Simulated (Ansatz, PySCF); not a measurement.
Energy difference R1 + R2 → P1, each structure at its B3LYP-D3(BJ)/def2-SVP stationary point, reached from a drawn start (curvature not checked).
R1, C2H4 (SMILES C=C) (charge 0, multiplicity 1, Z-matrix in Å and degrees):
```
C
C 1 1.3328
H 2 1.0946 1 121.72
H 2 1.0946 3 116.55 1 180.00
H 1 1.0946 2 121.72 3 0.00
H 1 1.0946 5 116.55 2 180.00
```
R2: CrH2O4 (SMILES [O]=[Cr](=[O])([OH])[OH]), charge 0, multiplicity 1.
P1, C2H6CrO4 (SMILES CC[O][Cr](=[O])(=[O])[OH]) (charge 0, multiplicity 1, Z-matrix in Å and degrees):
```
O
C 1 1.4230
H 2 1.1033 1 106.25
H 2 1.1053 3 108.20 1 -116.68
C 2 1.5204 3 111.07 4 -121.93
H 5 1.1006 2 110.68 3 -59.63
H 5 1.1007 6 108.31 2 121.86
H 5 1.1013 6 108.45 7 117.55
Cr 1 1.7259 2 124.83 3 -158.48
O 9 1.5499 1 108.48 2 157.05
O 9 1.5515 10 111.89 1 119.36
O 9 1.7488 10 110.96 11 120.30
H 12 0.9708 9 114.78 10 28.69
```

P less R. No zero-point or thermal terms; no spin–orbit coupling. One arrangement of each flexible species, with no search for the lowest.

Cores are frozen in the correlated methods.

Run with Ansatz (Gaussian basis) for Hartree–Fock, density functionals and correlated methods; PySCF for the D3/D4 terms. No computed number here is a measurement.

```csv
level,reaction energy (kcal/mol)
PBE-D3(BJ)/def2-TZVPP,-23.50
PBE-D4/def2-TZVPP,-23.73
BLYP/def2-TZVPP,-14.35
r2SCAN/def2-TZVPP,-23.36
r2SCAN-D4/def2-TZVPP,-24.15
wB97X-V/def2-TZVPP,-24.00
wB97M-V/def2-TZVPP,-21.29
CCSD/def2-SVP,(withheld)
CCSD(T)/def2-SVP,(withheld)
```

**Question.** What belongs in the gaps?

**Answer.** 
- CCSD/def2-SVP, reaction energy (kcal/mol): -24.22
- CCSD(T)/def2-SVP, reaction energy (kcal/mol): -25.44

Ansatz is a program for electronic structure.
